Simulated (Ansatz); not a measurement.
Species: PO, charge 0, multiplicity 2. SMILES: O=[P]
Coordinates optimised at B3LYP-D3(BJ)/def2-TZVP (Ansatz, a first-principles code):
```
P
O 1 1.4798
```
Charge 0, spin multiplicity 2.

Parts of the frozen-core correlation energy in cc-pV(D+d)Z (Ansatz, hartree). Frozen orbitals: 6; correlated occupied orbitals by spin: 6 and 5; virtual: 25 and 26. UHF or UKS for open shells. No spin-orbit coupling. No relativistic terms.

| term | value |
|---|---|
| reference (HF) | -415.57471 |
| MP2 opposite-spin | [?] |
| MP2 same-spin | [?] |
| CCSD correlation | -0.29496 |
| (T) | [?] |
| CCSDT minus CCSD(T) | -0.00074 |
| CCSDT(Q) minus CCSD(T) | -0.00232 |
| T1 diagnostic | 0.026 |
| largest doubles amplitude | 0.103 |
| <S^2> of the reference | 0.767 |

Task: Some entries are withheld; supply them.

Result: 
- MP2 opposite-spin, value: -0.20808
- MP2 same-spin, value: -0.07620
- (T), value: -0.01130
